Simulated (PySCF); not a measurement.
Bonds (- single, = double, # triple, : aromatic): C1=C2, C2-C3, C3-C4, C4-C5, C5-C6, C5-C7, C3=N8, N8-N9. C1 carries H10, H11; C2 carries H12; C4 carries H13, H14; C5 carries H15; C6 carries H16, H17, H18; C7 carries H19, H20, H21; N9 carries H22, H23. Stereochemistry as in C=C/C(CC(C)C)=N/N. H11 is cis to C3; H10 is trans to C3.

Single conformer, relativity neglected, rapidly exchanging positions averaged, gas phase. GFN2-xTB structure; shielding tensors at PBE0/pcSseg-1 (GIAO); PySCF 2.14.

References, each an isolated molecule treated in the same way: 13C vs TMS.

Do the 13C shifts follow the atomic charges (in e)? Tabulate both.

Answers


```json
{"atoms": "C2", "hybridisation": "sp2", "δ (ppm)": "150.3", "σ para (ppm)": "-215", "Hirshfeld": "-0.05", "IAO": "-0.14", "Mulliken": "-0.16", "ESP-fitted": "-0.33"}
{"atoms": "C3", "hybridisation": "sp2", "δ (ppm)": "146.9", "σ para (ppm)": "-214", "Hirshfeld": "+0.04", "IAO": "+0.08", "Mulliken": "+0.02", "ESP-fitted": "+0.58"}
{"atoms": "C1", "hybridisation": "sp2", "δ (ppm)": "116.4", "σ para (ppm)": "-187", "Hirshfeld": "-0.11", "IAO": "-0.34", "Mulliken": "-0.14", "ESP-fitted": "-0.41"}
{"atoms": "C4", "hybridisation": "sp3", "δ (ppm)": "32.8", "σ para (ppm)": "-99", "Hirshfeld": "-0.07", "IAO": "-0.29", "Mulliken": "-0.14", "ESP-fitted": "-0.53"}
{"atoms": "C5", "hybridisation": "sp3", "δ (ppm)": "27.0", "σ para (ppm)": "-88", "Hirshfeld": "-0.02", "IAO": "-0.09", "Mulliken": "-0.41", "ESP-fitted": "+0.69"}
{"atoms": "C6/C7", "hybridisation": "sp3", "δ (ppm)": "25.3", "σ para (ppm)": "-87", "Hirshfeld": "-0.12", "IAO": "-0.42", "Mulliken": "-0.20", "ESP-fitted": "-0.61"}
```

Correlation coefficients of δ with charge over these carbons: Hirshfeld +0.40, IAO +0.50, Mulliken +0.65, ESP-fitted +0.14; with the paramagnetic shielding -1.00. With so few points, grouped by hybridisation, these coefficients are fragile. Charge is one influence among several: hybridisation and low-lying excitations act through the paramagnetic term.

Shifts are as computed. Against solution values, carbons near 30 ppm lie about +3 ppm off and those near 130 ppm about +5 ppm. Of 1211 compounds with measured shifts, 218 miss one by over three times the rms of a fit or turn the order of signals round; such compounds aren't used in these exercises.
